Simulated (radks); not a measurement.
Task: Species: Br2+. Configuration: [Ar] 3d9.5 4s2 4p3.5 (fractional occupations, a model configuration). Calculated with a radial shooting solver on a logarithmic mesh with Libxc functionals: scalar-relativistic Kohn-Sham, PBEsol, spin-polarised, spherical densities, point nucleus; open shells are filled with parallel spins first. Some entries of the table are withheld. Estimate them.

| orbital | occ. | eigenvalue (eV) | <1/r> (bohr^-1) | <r> (bohr) |
|---|---|---|---|---|
| 1s up | 1 | -13340.47 | 35.64 | 0.04277 |
| 1s down | 1 | -13340.26 | 35.64 | 0.04277 |
| 2s up | 1 | -1765.066 | 7.892 | 0.1897 |
| 2s down | 1 | -1764.411 | 7.893 | 0.1896 |
| 2p up | 3 | -1561.047 | 7.726 | 0.1655 |
| 2p down | 3 | -1560.448 | 7.727 | 0.1655 |
| 3s up | 1 | -268.8955 | 2.605 | 0.5495 |
| 3s down | 1 | -267.8514 | 2.603 | 0.5495 |
| 3p up | 3 | -204.4119 | (1) | 0.5609 |
| 3p down | 3 | -203.3384 | (2) | 0.5608 |
| 3d up | 5 | -97.7743 | 2.179 | 0.5803 |
| 3d down | 4.5 | -96.5914 | 2.181 | 0.5792 |
| 4s up | 1 | -44.5237 | (3) | 1.559 |
| 4s down | 1 | -41.8180 | (4) | 1.561 |
| 4p up | 3 | (5) | 0.7305 | 1.796 |
| 4p down | 0.5 | (6) | 0.7241 | 1.820 |

Result: 
(1) 3p up <1/r> (bohr^-1): 2.455
(2) 3p down <1/r> (bohr^-1): 2.454
(3) 4s up <1/r> (bohr^-1): 0.8528
(4) 4s down <1/r> (bohr^-1): 0.8550
(5) 4p up eigenvalue (eV): -30.4540
(6) 4p down eigenvalue (eV): -27.7986
